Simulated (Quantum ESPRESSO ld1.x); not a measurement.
Results of a calculation; reference values are marked as such.
Species: Tb III. Configuration: [Xe] 4f8 5d1 (not the ground configuration). Code: ld1.x of Quantum ESPRESSO 7.5. Model: scalar-relativistic Kohn-Sham, LDA (Slater exchange, Perdew-Wang correlation), spin-polarised, spherical densities, point nucleus; open shells are filled with parallel spins first.

X-ray form factor f0, the Fourier transform of the density (f0(0) = 63):

| sin(theta)/lambda (1/angstrom) | f0 (electrons) |
|---|---|
| 0.05 | 62.249 |
| 0.1 | 60.173 |
| 0.15 | 57.196 |
| 0.2 | 53.777 |
| 0.25 | 50.278 |
| 0.3 | 46.927 |
| 0.4 | 41.032 |
| 0.5 | 36.215 |
| 0.6 | 32.207 |
| 0.8 | 25.869 |
| 1 | 21.363 |
| 1.25 | 17.752 |
| 1.5 | 15.422 |
| 2 | 11.840 |
